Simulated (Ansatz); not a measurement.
Consider the cleavage of the B–Ge bond: `[BH2][GeH2][SiH2][SiH3]` + `N=C=N` → `BN=C=N` + `[SiH3][SiH2][GeH3]`.

Program: Ansatz. Geometries: PBE0-D4/def2-TZVP. ΔE: electronic, gas phase. CCSD(T)/CBS is the MP2 limit (def2-TZVPP, def2-QZVPP) plus CCSD(T) − MP2 in def2-TZVPP, frozen cores. This one scheme is used for every species. Functionals use def2-TZVPP. B3LYP here is the variant with VWN-RPA as its local correlation; programs differ in this. For Ge outer-core shells are correlated without core-valence functions, which leaves a few kJ/mol of doubt a bond. Scalar relativity is left out up to krypton. One conformer a species, not always the lowest.

CCSD(T)/CBS gives -1.21 eV.

Problem. Another level gave -1.28 eV. Which?
A. CCSD(T)/def2-TZVPP
B. B3LYP/def2-TZVPP
C. B3LYP-D4/def2-TZVPP
D. PBE-D4/def2-TZVPP

Solution. D. PBE-D4 -1.28, B3LYP -1.41, B3LYP-D4 -1.36, CCSD(T)/def2-TZVPP -1.23 eV.

Largest T1 diagnostic among the species: 0.017.

The D4 term adds +0.04 eV with B3LYP and +0.03 eV with PBE0; it sums over pairs of atoms, weighted by their polarisabilities, and B3LYP, whose exchange is more repulsive, gets the larger term. In def2-TZVPP, CCSD(T) changes the Hartree–Fock value by +0.17 eV (the triples alone add +0.01 eV) and MP2 by +0.11 eV.
